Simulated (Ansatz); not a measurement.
Consider the redistribution: `N[Si](Cl)(Cl)Cl` + `O=C=[N][Hf]([F])([F])[F]` → `O=C=N[Si](Cl)(Cl)Cl` + `[NH2][Hf]([F])([F])[F]`.

Computed with Ansatz on PBE0-D4/def2-TZVP structures; ΔE is electronic, products minus reactants. CBS: MP2 limit from def2 TZ/QZ plus the TZ coupled-cluster correction, frozen cores. Functionals use def2-TZVPP. B3LYP here is the variant with VWN-RPA as its local correlation; programs differ in this. HSE06 is defined as in plane-wave codes. def2 core potentials past Kr. For Hf outer-core shells are correlated without core-valence functions, which leaves a few kJ/mol of doubt a bond. One conformer a species, not always the lowest.

```json
{"level": "LDA (SPW92)", "ΔE (kJ/mol)": "42.2", "difference from CCSD(T)/CBS": "-2.5"}
{"level": "PBE-D4", "ΔE (kJ/mol)": "42.4", "difference from CCSD(T)/CBS": "-2.3"}
{"level": "revPBE-D4", "ΔE (kJ/mol)": "42.5", "difference from CCSD(T)/CBS": "-2.2"}
{"level": "BLYP-D4", "ΔE (kJ/mol)": "41.4", "difference from CCSD(T)/CBS": "-3.3"}
{"level": "r2SCAN-D4", "ΔE (kJ/mol)": "45.8", "difference from CCSD(T)/CBS": "1.1"}
{"level": "B97M-V", "ΔE (kJ/mol)": "47.8", "difference from CCSD(T)/CBS": "3.1"}
{"level": "PBE0-D4", "ΔE (kJ/mol)": "44.3", "difference from CCSD(T)/CBS": "-0.4"}
{"level": "B3LYP-D4", "ΔE (kJ/mol)": "43.2", "difference from CCSD(T)/CBS": "-1.5"}
{"level": "r2SCANh-D4", "ΔE (kJ/mol)": "46.1", "difference from CCSD(T)/CBS": "1.4"}
{"level": "r2SCAN0-D4", "ΔE (kJ/mol)": "46.6", "difference from CCSD(T)/CBS": "1.9"}
{"level": "HSE06-D4", "ΔE (kJ/mol)": "44.5", "difference from CCSD(T)/CBS": "-0.2"}
{"level": "BHLYP-D4", "ΔE (kJ/mol)": "46.3", "difference from CCSD(T)/CBS": "1.6"}
{"level": "CAM-B3LYP-D4", "ΔE (kJ/mol)": "44.1", "difference from CCSD(T)/CBS": "-0.6"}
{"level": "ωB97X-V", "ΔE (kJ/mol)": "45.7", "difference from CCSD(T)/CBS": "1.0"}
{"level": "ωB97M-V", "ΔE (kJ/mol)": "45.6", "difference from CCSD(T)/CBS": "0.9"}
{"level": "B2PLYP", "ΔE (kJ/mol)": "45.3", "difference from CCSD(T)/CBS": "0.6"}
{"level": "PBE-QIDH", "ΔE (kJ/mol)": "46.7", "difference from CCSD(T)/CBS": "2.0"}
{"level": "revPBE", "ΔE (kJ/mol)": "43.7", "difference from CCSD(T)/CBS": "-1.0"}
{"level": "BLYP", "ΔE (kJ/mol)": "43.2", "difference from CCSD(T)/CBS": "-1.5"}
{"level": "r2SCAN", "ΔE (kJ/mol)": "46.3", "difference from CCSD(T)/CBS": "1.6"}
{"level": "PBE0", "ΔE (kJ/mol)": "45.5", "difference from CCSD(T)/CBS": "0.8"}
{"level": "B3LYP", "ΔE (kJ/mol)": "44.8", "difference from CCSD(T)/CBS": "0.1"}
{"level": "r2SCAN0", "ΔE (kJ/mol)": "47.2", "difference from CCSD(T)/CBS": "2.5"}
{"level": "HSE06", "ΔE (kJ/mol)": "45.6", "difference from CCSD(T)/CBS": "0.9"}
{"level": "BHLYP", "ΔE (kJ/mol)": "47.7", "difference from CCSD(T)/CBS": "3.0"}
{"level": "CAM-B3LYP", "ΔE (kJ/mol)": "45.4", "difference from CCSD(T)/CBS": "0.7"}
{"level": "LC-ωPBE", "ΔE (kJ/mol)": "45.5", "difference from CCSD(T)/CBS": "0.8"}
{"level": "RPA@PBE/def2-TZVPP", "ΔE (kJ/mol)": "44.6", "difference from CCSD(T)/CBS": "-0.1"}
{"level": "HF/def2-SVP", "ΔE (kJ/mol)": "53.2", "difference from CCSD(T)/CBS": "8.5"}
{"level": "MP2/def2-SVP", "ΔE (kJ/mol)": "44.7", "difference from CCSD(T)/CBS": "0.0"}
{"level": "CCSD/def2-SVP", "ΔE (kJ/mol)": "46.0", "difference from CCSD(T)/CBS": "1.3"}
{"level": "CCSD(T)/def2-SVP", "ΔE (kJ/mol)": "45.5", "difference from CCSD(T)/CBS": "0.8"}
{"level": "MP2/def2-TZVPP", "ΔE (kJ/mol)": "44.6", "difference from CCSD(T)/CBS": "-0.1"}
{"level": "SCS-MP2/def2-TZVPP", "ΔE (kJ/mol)": "45.0", "difference from CCSD(T)/CBS": "0.3"}
{"level": "CCSD/def2-TZVPP", "ΔE (kJ/mol)": "46.7", "difference from CCSD(T)/CBS": "2.0"}
{"level": "MP2/def2-QZVPP", "ΔE (kJ/mol)": "43.8", "difference from CCSD(T)/CBS": "-0.9"}
{"level": "SCS-MP2/def2-QZVPP", "ΔE (kJ/mol)": "44.4", "difference from CCSD(T)/CBS": "-0.3"}
{"level": "HF/CBS(def2)", "ΔE (kJ/mol)": "54.3", "difference from CCSD(T)/CBS": "9.6"}
{"level": "MP2/CBS(def2)", "ΔE (kJ/mol)": "43.1", "difference from CCSD(T)/CBS": "-1.6"}
{"level": "CCSD/CBS(def2)", "ΔE (kJ/mol)": "45.2", "difference from CCSD(T)/CBS": "0.5"}
{"level": "CCSD(T)/CBS", "ΔE (kJ/mol)": "44.7", "difference from CCSD(T)/CBS": "0"}
```

Largest T1 diagnostic among the species: 0.017.

In def2-TZVPP, CCSD(T) changes the Hartree–Fock value by −7.9 kJ/mol (the triples alone add −0.4 kJ/mol) and MP2 by −9.5 kJ/mol. Leaving LDA and LC-ωPBE aside and taking each functional with its dispersion term where it has one, the values spread over 6.4 kJ/mol, from BLYP-D4 to B97M-V. From BLYP to BHLYP (50 % exact exchange), in def2-TZVPP and without D4, ΔE moves by +4.5 kJ/mol.
